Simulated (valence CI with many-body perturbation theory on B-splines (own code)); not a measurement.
## Lu LXVII: magnetic and hyperfine properties of the levels

Calculated by configuration interaction combined with many-body perturbation theory (CI+MBPT): three valence electrons over a frozen Dirac-Fock core [He], a basis of 11 s, 11 p, 9 d, 7 f, 5 g, 2 h, 1 i functions for each j, with the one-electron correlation potential Σ1, the two-electron term Σ2, the three-electron term Σ3, Breit, model QED; selected CI, second order for the rest (own B-spline code, finite nucleus).

The last digits are not significant, and no measured levels were compared; by estimate large intervals hold to a few tenths of a per cent, small ones and those within an open d or f shell to about a per cent.

A/g_I is the dipole constant over the nuclear g factor μ/I (μ in nuclear magnetons, uniformly magnetised nucleus), B/Q the quadrupole constant per barn. Both hold the static response of the core; the bare values leave it out. Large factors of s and p1/2 electrons are usually good to 5 to 10 %; those of open d and f shells near neutrality can be off by tens of per cent, and small factors of p3/2, d and f electrons come from cancelling terms and can be off by a factor of two or in sign, in half-filled shells by more. B is blank for J = 1/2, where it vanishes, and for nearly pure S terms. Energies count from the lowest level.

Levels are named by their leading jj configuration (3d3/2^4 stands for four electrons in 3d with j = 3/2), which in mixed levels can hold well under half, so a name can repeat and another be missing. Letters in brackets count levels of one name in rising energy.

| Level | E (× 10³ cm⁻¹) | g | A/g_I (MHz) | A/g_I bare | B/Q (MHz/b) | B/Q bare |
| --- | --- | --- | --- | --- | --- | --- |
| (2s^2 2p1/2) J=1/2 | 0.00 | 0.620 | 6340000 | 6320000 |  |  |
| (2s 2p1/2^2) J=1/2 | 2037.0 | 2.041 | 1.92e+07 | 1.90e+07 |  |  |
| (2s^2 2p3/2) J=3/2 | 9772.0 | 1.300 | 748000 | 765000 | 1470000 | 1480000 |
| (2s 2p1/2 2p3/2) J=3/2 [a] | 11203 | 1.623 | 4640000 | 4610000 | 1160000 | 1160000 |
| (2s 2p1/2 2p3/2) J=5/2 | 11523 | 1.311 | 5570000 | 5540000 | 1260000 | 1260000 |
| (2s 2p1/2 2p3/2) J=1/2 | 12077 | 1.265 | -7200000 | -7080000 |  |  |
| (2s 2p1/2 2p3/2) J=3/2 [b] | 12093 | 0.973 | 41600 | 77200 | 758000 | 759000 |
| (2p1/2^2 2p3/2) J=3/2 | 14213 | 1.316 | 696000 | 730000 | 1420000 | 1420000 |
| (2s 2p3/2^2) J=5/2 | 21119 | 1.417 | 4480000 | 4460000 | 209000 | 209000 |
| (2s 2p3/2^2) J=1/2 | 21956 | 1.916 | 1.94e+07 | 1.92e+07 |  |  |
| (2s 2p3/2^2) J=3/2 | 21962 | 1.170 | -2990000 | -2920000 | -159000 | -160000 |
| (2p1/2 2p3/2^2) J=3/2 | 23608 | 1.435 | -416000 | -369000 | 81600 | 81700 |
| (2p1/2 2p3/2^2) J=5/2 | 23790 | 1.164 | 1840000 | 1860000 | -4300 | -4300 |
| (2p1/2 2p3/2^2) J=1/2 | 24230 | 0.620 | 6360000 | 6320000 |  |  |
| (2p3/2^3) J=3/2 | 33715 | 1.286 | 725000 | 756000 | -1500000 | -1510000 |
| (2s^2 3s) J=1/2 | 77845 | 1.983 | 5730000 | 5680000 |  |  |
| (2s^2 3p1/2) J=1/2 | 78523 | 0.660 | 1910000 | 1900000 |  |  |
| (2s 2p1/2 3s) J=1/2 [a] | 79206 | 2.351 | 1.10e+07 | 1.08e+07 |  |  |
| (2s 2p1/2 3s) J=3/2 | 79422 | 1.533 | 1.05e+07 | 1.04e+07 | -119000 | -120000 |
| (2s 2p1/2 3s) J=1/2 [b] | 79658 | 0.702 | 9970000 | 9900000 |  |  |
| (2s 2p1/2 3p1/2) J=1/2 [a] | 79778 | 0.263 | -1130000 | -1090000 |  |  |
| (2s 2p1/2 3p1/2) J=3/2 | 80000 | 1.090 | 9230000 | 9150000 | -119000 | -119000 |
| (2s 2p1/2 3p1/2) J=1/2 [b] | 80345 | 1.917 | 1.96e+07 | 1.94e+07 |  |  |
| (2s^2 3p3/2) J=3/2 | 81410 | 1.321 | 259000 | 264000 | 446000 | 446000 |
| (2p1/2^2 3s) J=1/2 | 81654 | 1.970 | 5230000 | 5180000 |  |  |
| (2s^2 3d3/2) J=3/2 | 81865 | 0.787 | 151000 | 151000 | 84000 | 84700 |
| (2p1/2^2 3p1/2) J=1/2 | 82197 | 0.643 | 1800000 | 1790000 |  |  |
| (2s^2 3d5/2) J=5/2 | 82637 | 1.191 | 269000 | 267000 | 122000 | 123000 |
| (2s 2p1/2 3p3/2) J=3/2 [a] | 82757 | 1.389 | 906000 | 904000 | 441000 | 441000 |
| (2s 2p1/2 3p3/2) J=5/2 | 83017 | 1.311 | 5080000 | 5030000 | 308000 | 308000 |
| (2s 2p1/2 3p3/2) J=3/2 [b] | 83037 | 1.243 | 2920000 | 2900000 | 185000 | 186000 |
| (2s 2p1/2 3p3/2) J=1/2 | 83081 | 1.340 | -7880000 | -7790000 |  |  |
| (2s 2p1/2 3d3/2) J=3/2 [a] | 83116 | 0.569 | -1650000 | -1620000 | 89900 | 90500 |
| (2s 2p1/2 3d3/2) J=5/2 | 83359 | 1.005 | 5160000 | 5110000 | -24100 | -23600 |
| (2s 2p1/2 3d3/2) J=3/2 [b] | 83503 | 1.162 | 5190000 | 5130000 | 101000 | 101000 |
| (2s 2p1/2 3d3/2) J=1/2 | 83538 | 0.435 | -8250000 | -8170000 |  |  |
| (2s 2p1/2 3d5/2) J=5/2 [a] | 83986 | 1.303 | 1250000 | 1240000 | 97400 | 98100 |
| (2s 2p1/2 3d5/2) J=7/2 | 84214 | 1.223 | 3730000 | 3700000 | -31300 | -30700 |
| (2s 2p1/2 3d5/2) J=5/2 [b] | 84308 | 1.073 | 412000 | 412000 | 182000 | 183000 |
| (2s 2p1/2 3d5/2) J=3/2 | 84313 | 1.113 | -4870000 | -4820000 | 45200 | 45700 |

Task: Take the isotope of mass number 176, with I = 7, μ = 3.16 μN and Q = 4.92 b. What is the hyperfine structure of (2s^2 2p3/2) J=3/2?

Result: From the table A = 338000 MHz, B = 7250000 MHz. Shifts from the centre of gravity in MHz: F = 11/2: -1350000, F = 13/2: -3550000, F = 15/2: -1910000, F = 17/2: 5360000.
